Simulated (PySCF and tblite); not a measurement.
Values are calculated unless marked as measured or tabulated.
Conformers and averaged properties: C5H10OS, numbered as in [O:1]=[S:2]1[CH2:3][CH2:4][CH2:5][CH2:6][CH2:7]1

Conformers came from 90 starts (ETKDG and KDG, MMFF94s, GFN2-xTB); geometries are PBE0-D3(BJ)/def2-SVP. Free energies are PBE0-D3(BJ)/def2-TZVP single points with GFN2-xTB rigid-rotor and vibrational terms (modes under about 100 cm⁻¹ blended into free rotors). Symmetry numbers and mirror images are counted. Conformers within 4 kcal/mol (GFN2-xTB free energy) were kept, 5 at most. GIAO shieldings: PBE0/pcSseg-1. Shifts are against TMS (¹H), TMS (¹³C) at the same level; of two unlike H on one atom, a is the less shielded. Codes: tblite and PySCF.

The 6-ring runs over atoms 2–3–4–5–6–7. Of a mirror pair one member is shown.

```json
{"conformer": "1", "shape": "6-ring chair (O1 axial)", "symmetry": "Cs", "E(GFN2) kcal/mol": "0.00", "E(DFT) kcal/mol": "0.00", "G(298.15 K) kcal/mol": "0.00", "weight %": "72.2", "dipole D": "3.84"}
{"conformer": "2", "shape": "6-ring chair (all substituents equatorial)", "symmetry": "Cs", "E(GFN2) kcal/mol": "0.91", "E(DFT) kcal/mol": "0.76", "G(298.15 K) kcal/mol": "0.57", "weight %": "27.8", "dipole D": "4.62"}
{"conformer": "3", "shape": "6-ring twist-boat (ring torsions -68, 37, 34, -74, 38, 26°)", "symmetry": "C1 (pair)", "E(GFN2) kcal/mol": "3.95", "E(DFT) kcal/mol": "5.22", "G(298.15 K) kcal/mol": "4.64", "weight %": "0.0", "dipole D": "4.25"}
```

Weights (%) against temperature:

```csv
T (K),1,2,3,S(mix) cal/mol/K
180,85.2,14.8,0.0,0.83
230,78.9,21.1,0.0,1.02
298.15,72.2,27.8,0.0,1.18
330,69.7,30.2,0.1,1.23
400,65.4,34.4,0.2,1.31
```

Averaged shifts at 298.15 K. ¹H: 2.46 (H4a/H6a, 2H), 2.37 (H3a/H7a, 2H), 2.12 (H3b/H7b, 2H), 1.46 (H5a, 1H), 1.34 (H4b/H6b, 2H), 1.20 (H5b, 1H) ppm. ¹³C: 52.7 (C3/C7), 27.3 (C5), 18.3 (C4/C6) ppm.

Coordinates of conformer 1 (Å):

```xyz
17

O     0.935    2.178   -0.566
S     0.942    1.459    0.759
C    -0.794    0.946    1.054
C    -1.374    0.284   -0.183
C    -0.663   -1.017   -0.547
C     0.831   -0.824   -0.793
C     1.554   -0.233    0.403
H    -1.321    1.878    1.309
H    -0.796    0.292    1.942
H    -2.449    0.103   -0.025
H    -1.284    1.002   -1.015
H    -1.129   -1.449   -1.446
H    -0.809   -1.755    0.263
H     1.304   -1.782   -1.063
H     0.982   -0.137   -1.643
H     1.432   -0.826    1.326
H     2.631   -0.106    0.215
```

Shifts are unscaled: against experiment ¹³C can be off by 15 ppm or more and ¹H by 0.8 ppm.

Search and properties took 100 s on 1 thread of Intel Xeon 6975P-C (shared host) (rough), launched as `OMP_NUM_THREADS=1 python ens_run.py task.json out`.
